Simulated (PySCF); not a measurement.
Breaking a bond: ICl, singlet.

- RKS-PBE = restricted PBE/def2-TZVP, def2 effective core potentials past Kr (PySCF)
- UKS-PBE = unrestricted PBE/def2-TZVP, def2 effective core potentials past Kr run with PySCF
- RKS-M06-2X = restricted M06-2X/def2-TZVP, def2 effective core potentials past Kr run with PySCF
- UCCSD(T) = PySCF with CCSD(T) on UHF/def2-TZVP, 9 core orbitals frozen, def2 effective core potentials past Kr

Energies relative to the lowest point of each curve near equilibrium, in eV; the last columns give the difference from UCCSD(T):

| R / Å | RKS-PBE | UKS-PBE | RKS-M06-2X | UCCSD(T) | RKS-PBE − UCCSD(T) | UKS-PBE − UCCSD(T) | RKS-M06-2X − UCCSD(T) |
|---|---|---|---|---|---|---|---|
| 1.74 | 7.037 | 7.037 | 6.997 | 7.155 | -0.117 | -0.117 | -0.158 |
| 1.86 | 3.601 | 3.601 | 3.537 | 3.636 | -0.035 | -0.035 | -0.099 |
| 1.97 | 1.758 | 1.758 | 1.690 | 1.755 | 0.003 | 0.003 | -0.065 |
| 2.07 | 0.787 | 0.787 | 0.727 | 0.771 | 0.015 | 0.015 | -0.044 |
| 2.20 | 0.166 | 0.166 | 0.133 | 0.154 | 0.012 | 0.012 | -0.021 |
| 2.25 | 0.059 | 0.059 | 0.040 | 0.052 | 0.007 | 0.007 | -0.012 |
| 2.31 | 0.000 | 0.000 | 0.000 | 0.000 | 0.000 | 0.000 | 0.000 |
| 2.40 | 0.017 | 0.017 | 0.050 | 0.028 | -0.011 | -0.011 | 0.022 |
| 2.42 | 0.034 | 0.034 | 0.076 | 0.048 | -0.014 | -0.014 | 0.028 |
| 2.56 | 0.245 | 0.245 | 0.350 | 0.286 | -0.040 | -0.040 | 0.065 |
| 2.70 | 0.553 | 0.553 | 0.731 | 0.652 | -0.099 | -0.099 | 0.079 |
| 2.85 | 0.920 | 0.920 | 1.185 | 1.081 | -0.161 | -0.161 | 0.104 |
| 3.08 | 1.471 | 1.415 | 1.882 | 1.639 | -0.168 | -0.224 | 0.243 |
| 3.45 | — | 1.973 | 2.844 | 2.034 | — | -0.061 | 0.810 |
| 3.80 | — | 2.302 | 3.508 | 2.117 | — | 0.185 | 1.391 |
| 4.16 | — | 2.455 | 3.975 | 2.134 | — | 0.320 | 1.841 |
| 4.62 | — | 2.530 | 4.372 | 2.146 | — | 0.384 | 2.226 |
| 5.06 | — | 2.566 | 4.616 | 2.153 | — | 0.414 | 2.464 |
| 5.67 | — | 2.591 | 4.817 | 2.158 | — | 0.433 | 2.659 |
| 6.17 | — | 2.598 | 4.917 | 2.160 | — | 0.438 | 2.758 |
| 6.86 | — | 2.602 | 5.012 | 2.161 | — | 0.441 | 2.850 |
| 8.06 | — | 2.604 | 5.116 | 2.162 | — | 0.442 | 2.954 |
| 9.14 | — | 2.605 | 5.181 | 2.163 | — | 0.443 | 3.018 |

RKS-PBE is furthest from UCCSD(T) at 3.08 (-0.168 eV, below); its mean absolute difference over the points is 0.053 eV.

UKS-PBE is furthest from UCCSD(T) at 9.14 (0.443 eV, above); its mean absolute difference over the points is 0.187 eV.

RKS-M06-2X is furthest from UCCSD(T) at 9.14 (3.018 eV, above); its mean absolute difference over the points is 1.040 eV.

Dashes: no converged value, or the column stops at the first point that the program doubted or that broke a chosen test of continuity, which isn't proof of a fault.

The restricted form behind RKS-PBE, RKS-M06-2X keeps the bonding electrons paired and can't separate into open-shell fragments. The unrestricted determinant behind UKS-PBE is spin-contaminated at 2.85 to 9.14 Å (<S²> up to 1.0, against 0.00 for a pure singlet). At the longest distance RKS-M06-2X leaves fractional charges on the fragments, a sign of delocalisation error or of the restricted form. The unrestricted determinant behind UCCSD(T) is spin-contaminated at 2.56 to 9.14 Å (<S²> up to 1.0, against 0.00 for a pure singlet).
